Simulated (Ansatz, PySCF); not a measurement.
Torsion H4–O1–B2–Cl3 in BClH2O (SMILES OBCl); at each angle all else is relaxed with GFN2-xTB, and the levels are single points there.
Geometry at 0° (charge 0, multiplicity 1):
```json
[
 {"atom": "O", "x (Å)": "-0.9751", "y (Å)": "-0.1621", "z (Å)": "-0.3672"},
 {"atom": "B", "x (Å)": "0.1652", "y (Å)": "0.4857", "z (Å)": "-0.2145"},
 {"atom": "Cl", "x (Å)": "1.0060", "y (Å)": "0.4944", "z (Å)": "1.3016"},
 {"atom": "H", "x (Å)": "-1.3412", "y (Å)": "-0.6371", "z (Å)": "0.3831"},
 {"atom": "H", "x (Å)": "0.6084", "y (Å)": "1.0627", "z (Å)": "-1.1293"}
]
```

```
level                                  energy at 270° less that at 0° (kcal/mol)  minus CCSD(T)/CBS(cc-pV(T+d)Z, cc-pV(Q+d)Z)   cost
-------------------------------------  -----------------------------------------  -------------------------------------------  -----
HF/cc-pV(T+d)Z                                                             13.33                                        -0.73      -
SVWN5/def2-TZVPP                                                           12.86                                        -1.20   ×0.8
PBE/def2-TZVPP                                                             13.49                                        -0.56     ×1
BLYP/def2-TZVPP                                                            13.17                                        -0.88   ×0.9
r2SCAN/def2-TZVPP                                                          13.54                                        -0.52     ×2
B3LYP/3-21G                                                                11.18                                        -2.88      -
B3LYP/6-31G*                                                               14.49                                         0.43      -
PBE0/def2-TZVPP                                                            13.46                                        -0.60     ×1
M06-2X/def2-TZVPP                                                          13.14                                        -0.92      -
MP2/6-31G*                                                                 15.59                                         1.53      -
MP2/cc-pV(T+d)Z                                                            14.35                                         0.29      -
SCS-MP2/cc-pV(T+d)Z                                                        14.44                                         0.38      -
SCS-MP2/cc-pV(Q+d)Z                                                        14.14                                         0.08      -
CCSD(T)/CBS(cc-pV(T+d)Z, cc-pV(Q+d)Z)                                      14.06                                         0.00  ×400*
```

 The comparison column counts from a level with limits of its own.

The rows run from 11.18 (B3LYP/3-21G) to 15.59 kcal/mol (MP2/6-31G*). The 6 functionals in def2-TZVPP without D3 or D4 span 0.68, from SVWN5 to r2SCAN.

On the grid 0° to 330°, 270° is the highest and 0° the lowest point at CCSD(T)/CBS(cc-pV(T+d)Z, cc-pV(Q+d)Z).

Frozen-core correlation. CBS: X⁻³ extrapolation of the correlation energy, Hartree–Fock from the larger set. Rows in 3-21G, 6-31G* carry no dispersion term and start afresh at each structure (6-31G* with six Cartesian d functions). MP2/6-31G* freezes PySCF's default core.

The values were computed with Ansatz (Gaussian orbitals); PySCF for 3-21G rows, 6-31G* rows, M06-2X. 

Costs are rough ratios of core time to PBE/def2-TZVPP (about 1.7 s over the structures, on one shared machine); a dash marks a level with no comparable run of its own. A star marks coupled-cluster runs past 200 virtual orbitals, where the program's memory plan changes under this machine's limit, so their costs aren't comparable with smaller runs.

Ansatz is a first-principles code.
